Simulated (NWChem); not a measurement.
The numbers come from NWChem runs, not from measurements. System: CH$_{3}$O$_{3}$Re, charge 0, spin multiplicity 1, at a geometry optimised with PBE0/def2-SVP with def2 effective core potentials on Re. The structure started from a generated list of species. Level: G0W0@PBE0/def2-TZVP with def2 effective core potentials on Re, RI basis def2-tzvp-rifit, no spin-orbit coupling.

The NWChem input:

```
start mol
memory heap 200 mb stack 700 mb global 1700 mb
geometry units angstroms nocenter noautoz
  Re    -0.035558    -0.070381     0.000000
  O     -0.974429    -0.119180     1.413151
  O     -0.974429    -0.119180    -1.413151
  O      1.210114    -1.223304     0.000000
  C      0.898657     1.778283     0.000000
  H      0.133554     2.569740     0.000000
  H      1.525636     1.866237    -0.900526
  H      1.525636     1.866237     0.900526
  symmetry group Cs
end
basis spherical
  * library def2-tzvp
end
ecp
  Re library def2-ecp
end
basis "ri basis" bse spherical
  * library def2-tzvp-rifit
end
dft
  xc pbe0
  iterations 100
  direct
  tolerances tight
end
task dft energy
gw
  method cdgw
  states alpha occ 4 vir 2
end
task dft gw
```

Part of the output:

```
             Northwest Computational Chemistry Package (NWChem) 7.3.0
             --------------------------------------------------------

                                NWChem Input Module
                                -------------------

 Scaling coordinates for geometry "geometry" by  1.889725989
 (inverse scale =  0.529177249)

 Turning off AUTOSYM since
 SYMMETRY directive was detected!

                             Geometry "geometry" -> ""
                             -------------------------

 Output coordinates in angstroms (scale by  1.889725989 to convert to a.u.)

  No.       Tag          Charge          X              Y              Z
 ---- ---------------- ---------- -------------- -------------- --------------
    1 Re                  75.0000    -0.03555800    -0.07038100     0.00000000
    2 O                    8.0000    -0.97442900    -0.11918000     1.41315100
    3 O                    8.0000    -0.97442900    -0.11918000    -1.41315100
    4 O                    8.0000     1.21011400    -1.22330400     0.00000000
    5 C                    6.0000     0.89865700     1.77828300     0.00000000
    6 H                    1.0000     0.13355400     2.56974000     0.00000000
    7 H                    1.0000     1.52563600     1.86623700    -0.90052600
    8 H                    1.0000     1.52563600     1.86623700     0.90052600

 Effective nuclear repulsion energy (a.u.)     802.9749461904

            Nuclear Dipole moment (a.u.)
            ----------------------------
        X                 Y               Z
 ---------------- ---------------- ----------------
    -0.0000642507     0.0000472431     0.0000000000

      Symmetry information
      --------------------

 Group name             Cs
 Group number              2
 Group order               2
 No. of unique centers     6

      Symmetry unique atoms

     1    2    4    5    6    7


 Summary of "ao basis" -> "" (spherical)
 ------------------------------------------------------------------------------
       Tag                 Description            Shells   Functions and Types
 ---------------- ------------------------------  ------  ---------------------
 *                         def2-tzvp                  on all atoms

 Summary of "ri basis" -> "" (spherical)
 ------------------------------------------------------------------------------
       Tag                 Description            Shells   Functions and Types
 ---------------- ------------------------------  ------  ---------------------
 *                      def2-tzvp-rifit               on all atoms

                                 NWChem DFT Module
                                 -----------------

 Summary of "ao basis" -> "ao basis" (spherical)
 ------------------------------------------------------------------------------
       Tag                 Description            Shells   Functions and Types
 ---------------- ------------------------------  ------  ---------------------
 Re                        def2-tzvp                14       40   6s4p3d1f
 O                         def2-tzvp                11       31   5s3p2d1f
 C                         def2-tzvp                11       31   5s3p2d1f
 H                         def2-tzvp                 4        6   3s1p

 Summary of "ao basis" -> "ao basis" (spherical)
 ------------------------------------------------------------------------------
       Tag                 Description            Shells   Functions and Types
 ---------------- ------------------------------  ------  ---------------------
 Re                        def2-tzvp                14       40   6s4p3d1f
 O                         def2-tzvp                11       31   5s3p2d1f
 C                         def2-tzvp                11       31   5s3p2d1f
 H                         def2-tzvp                 4        6   3s1p

      Symmetry analysis of basis
      --------------------------

        a'        111
        a"         71

            General Information
            -------------------
          SCF calculation type: DFT
          Wavefunction type:  closed shell.
          No. of atoms     :     8
          No. of electrons :    48
           Alpha electrons :    24
            Beta electrons :    24
          Charge           :     0
          Spin multiplicity:     1
          Use of symmetry is: on ; symmetry adaption is: on
          Maximum number of iterations: 100
          This is a Direct SCF calculation.
          AO basis - number of functions:   182
                     number of shells:    70
          Convergence on energy requested:  1.00D-06
          Convergence on density requested:  1.00D-05
          Convergence on gradient requested:  5.00D-04

              XC Information
              --------------
                         PBE0 Method XC Functional
                     Hartree-Fock (Exact) Exchange  0.250
          PerdewBurkeErnzerhof Exchange Functional  0.750
            Perdew 1991 LDA Correlation Functional  1.000 local
           PerdewBurkeErnz. Correlation Functional  1.000 non-local

             Grid Information
             ----------------
          Grid used for XC integration:  medium
          Radial quadrature: Mura-Knowles
          Angular quadrature: Lebedev.
          Tag              B.-S. Rad. Rad. Pts. Rad. Cut. Ang. Pts.
          ---              ---------- --------- --------- ---------
          Re                  1.35      123           9.0       590
          O                   0.60       49          11.0       434
          C                   0.70       49          10.0       434
[...]
 HOMO         =      -0.389179
 LUMO         =      -0.054914

      Symmetry analysis of molecular orbitals - initial
      -------------------------------------------------

  Numbering of irreducible representations:

     1 a'          2 a"

  Orbital symmetries:

     1 a'          2 a"          3 a'          4 a'          5 a'
     6 a"          7 a'          8 a'          9 a'         10 a"
    11 a'         12 a'         13 a'         14 a"         15 a"
    16 a'         17 a'         18 a'         19 a"         20 a'
    21 a"         22 a"         23 a'         24 a'         25 a"
    26 a'         27 a'         28 a'         29 a'         30 a"
    31 a'         32 a"         33 a'         34 a"

   convergence    iter        energy       DeltaE   RMS-Dens  Diis-err    time
 ---------------- ----- ----------------- --------- --------- ---------  ------
 d= 0,ls=0.0,diis     1   -343.2429988127 -5.69D+02  2.43D-02  5.42D+00     8.1
 d= 0,ls=0.0,diis     2   -338.3080019080  4.93D+00  1.79D-02  5.64D+01    14.2
 d= 0,ls=0.0,diis     3   -343.7949205878 -5.49D+00  1.27D-03  1.48D-01    20.3
 d= 0,ls=0.0,diis     4   -343.8028422690 -7.92D-03  6.23D-04  5.33D-02    26.3
 d= 0,ls=0.0,diis     5   -343.8086203185 -5.78D-03  1.15D-04  1.38D-03    32.6
 d= 0,ls=0.0,diis     6   -343.8087523148 -1.32D-04  3.02D-05  1.35D-04    39.0
 d= 0,ls=0.0,diis     7   -343.8087640607 -1.17D-05  1.13D-05  9.32D-06    45.8
 d= 0,ls=0.0,diis     8   -343.8087639587  1.02D-07  6.21D-06  1.05D-05    52.6

         Total DFT energy =     -343.808763958669
      One electron energy =     -945.510529387019
           Coulomb energy =      416.023626893306
    Exchange-Corr. energy =      -40.365986218722
 Nuclear repulsion energy =      226.044124753766

 Numeric. integr. density =       47.999989684870

     Total iterative time =     50.8s

                  Occupations of the irreducible representations
                  ----------------------------------------------

                     irrep           alpha         beta
                     --------     --------     --------
                     a'               16.0         16.0
                     a"                8.0          8.0

                       DFT Final Molecular Orbital Analysis
                       ------------------------------------

 Vector   22  Occ=2.000000D+00  E=-3.635098D-01  Symmetry=a'
              MO Center= -1.3D-01, -5.1D-01, -4.0D-12, r^2= 3.3D+00
   Bfn.  Coefficient  Atom+Function         Bfn.  Coefficient  Atom+Function
  ----- ------------  ---------------      ----- ------------  ---------------
   109      0.290341  4 O  py               112      0.253385  4 O  py
    47     -0.186561  2 O  py                78     -0.186561  3 O  py
   115      0.171100  4 O  py                50     -0.164026  2 O  py
    81     -0.164026  3 O  py                48      0.161066  2 O  pz
    79     -0.161066  3 O  pz                10     -0.155357  1 Re px

 Vector   23  Occ=2.000000D+00  E=-3.635092D-01  Symmetry=a"
              MO Center= -3.3D-01, -4.1D-01,  4.0D-12, r^2= 3.3D+00
   Bfn.  Coefficient  Atom+Function         Bfn.  Coefficient  Atom+Function
  ----- ------------  ---------------      ----- ------------  ---------------
    46      0.246151  2 O  px                77     -0.246151  3 O  px
   110      0.247215  4 O  pz               113      0.217454  4 O  pz
    49      0.215126  2 O  px                80     -0.215126  3 O  px
    12     -0.174064  1 Re pz               116      0.146946  4 O  pz
    52      0.144599  2 O  px                83     -0.144599  3 O  px

 Vector   24  Occ=2.000000D+00  E=-3.559336D-01  Symmetry=a"
              MO Center= -2.4D-01, -4.7D-01,  1.4D-13, r^2= 3.2D+00
   Bfn.  Coefficient  Atom+Function         Bfn.  Coefficient  Atom+Function
  ----- ------------  ---------------      ----- ------------  ---------------
   110      0.279644  4 O  pz               113      0.244361  4 O  pz
    46     -0.216205  2 O  px                77      0.216205  3 O  px
    49     -0.188927  2 O  px                80      0.188927  3 O  px
   116      0.174555  4 O  pz                48     -0.139843  2 O  pz
    79     -0.139843  3 O  pz                52     -0.134955  2 O  px

 Vector   25  Occ=0.000000D+00  E=-1.061820D-01  Symmetry=a'
              MO Center=  1.3D-01, -1.5D-01,  1.5D-09, r^2= 2.3D+00
   Bfn.  Coefficient  Atom+Function         Bfn.  Coefficient  Atom+Function
  ----- ------------  ---------------      ----- ------------  ---------------
    23      0.483061  1 Re d  2              28      0.273491  1 Re d  2
    19      0.245262  1 Re d -2             114     -0.220247  4 O  px
   108     -0.210633  4 O  px               111     -0.179019  4 O  px
    21     -0.154246  1 Re d  0              24      0.137288  1 Re d -2
    33      0.134904  1 Re d  2             109     -0.131294  4 O  py

 Vector   26  Occ=0.000000D+00  E=-1.061814D-01  Symmetry=a"
              MO Center= -2.0D-01,  1.7D-02, -1.5D-09, r^2= 2.3D+00
   Bfn.  Coefficient  Atom+Function         Bfn.  Coefficient  Atom+Function
  ----- ------------  ---------------      ----- ------------  ---------------
    20      0.557272  1 Re d -1              25      0.315814  1 Re d -1
    47     -0.210123  2 O  py                53     -0.210943  2 O  py
    78      0.210123  3 O  py                84      0.210943  3 O  py
    50     -0.180527  2 O  py                81      0.180527  3 O  py
    30      0.147906  1 Re d -1             110      0.107299  4 O  pz

 Vector   27  Occ=0.000000D+00  E=-3.388045D-02  Symmetry=a'
              MO Center=  9.3D-02,  1.8D-01, -2.6D-15, r^2= 3.6D+00
   Bfn.  Coefficient  Atom+Function         Bfn.  Coefficient  Atom+Function
  ----- ------------  ---------------      ----- ------------  ---------------
   138      0.870405  5 C  s                146     -0.474751  5 C  py
     6     -0.420354  1 Re s                 19     -0.347006  1 Re d -2
     5     -0.260605  1 Re s                 29     -0.261784  1 Re d -2
    23      0.255636  1 Re d  2              21      0.248778  1 Re d  0
   145     -0.239902  5 C  px                33      0.192842  1 Re d  2

 center of mass
 --------------
 x =  -0.03379536 y =  -0.06687874 z =   0.00000000

 moments of inertia (a.u.)
 ------------------
         507.606641997717         -20.028323018610           0.000000000000
         -20.028323018610         478.066867074895           0.000000000000
           0.000000000000           0.000000000000         517.734668698205

     Multipole analysis of the density
     ---------------------------------

     L   x y z        total         alpha         beta         nuclear
     -   - - -        -----         -----         ----         -------
     0   0 0 0      0.000000    -24.000000    -24.000000     48.000000

     1   1 0 0      0.564873     -1.733378     -1.733378      4.031628
     1   0 1 0      1.118192     -3.430952     -3.430952      7.980096
     1   0 0 1     -0.000000     -0.000000     -0.000000      0.000000

     2   2 0 0    -36.465276    -83.305708    -83.305708    130.146140
     2   1 1 0      2.483334     -8.898289     -8.898289     20.279912
     2   1 0 1     -0.000000     -0.000000     -0.000000      0.000000
     2   0 2 0    -32.807308    -96.424657    -96.424657    160.042007
     2   0 1 1      0.000000      0.000000      0.000000      0.000000
     2   0 0 2    -37.719345    -78.806819    -78.806819    119.894292

 Task  times  cpu:       52.7s     wall:       52.7s

                                NWChem Input Module
                                -------------------

                                 NWChem GW Module
                                 ----------------

                             ***********************
                             ***        GW       ***
                             ***********************

 Summary of "ri basis" -> "ri basis" (spherical)
 ------------------------------------------------------------------------------
       Tag                 Description            Shells   Functions and Types
 ---------------- ------------------------------  ------  ---------------------
 Re                     def2-tzvp-rifit             33      151   8s8p7d5f3g2h
 O                      def2-tzvp-rifit             22       76   8s6p4d3f1g
 C                      def2-tzvp-rifit             22       76   8s6p4d3f1g
 H                      def2-tzvp-rifit              7       15   4s2p1d

                 Memory Information
                 ------------------
          Available GA per process is          1699.7 MBs
          Available stack per process is        700.0 MBs
          Available heap per process is           0.1 MBs

          Peak memory in Initialization
              Peak GA per process is                 20.2 MBs
              Peak stack per process is               0.4 MBs
              Peak heap per process is               20.9 MBs
              Memory not in MA per process            0.0 MBs

          Peak memory in CDGW Calculation
              Peak GA per process is                 24.3 MBs
              Peak stack per process is               3.8 MBs
              Peak heap per process is                4.1 MBs
              Memory not in MA per process            0.0 MBs

          Computing 2-center integrals
          Computing Inverse Cholesky factor
          Computing 3-center integrals
          Computing Vxc

          Computing Sigma_x
          Computing W(iw) on the imaginary grid
          Solving quasiparticle equations

                  Alpha Orbitals
          State     Energy (eV)     Error (eV)
          -----------------------------------
@GW        21        -11.696           0.004
@GW        22        -11.521           0.004
@GW        23        -11.521           0.004
@GW        24        -11.296           0.005
@GW        25         -0.276           0.002
@GW        26         -0.276           0.002

     GW Timing Statistics
   ------------------------
   Init.   :          0.3s
     ERIs  :          5.7s
     Distr.:          0.1s
     Vxc   :          5.7s
   Vmo     :          0.0s
   iW      :         10.5s
   I_n     :          0.0s
   R_n     :          1.7s
   GW total:         24.0s

 Task  times  cpu:       24.0s     wall:       24.0s

 Total times  cpu:       76.8s     wall:       76.8s
```
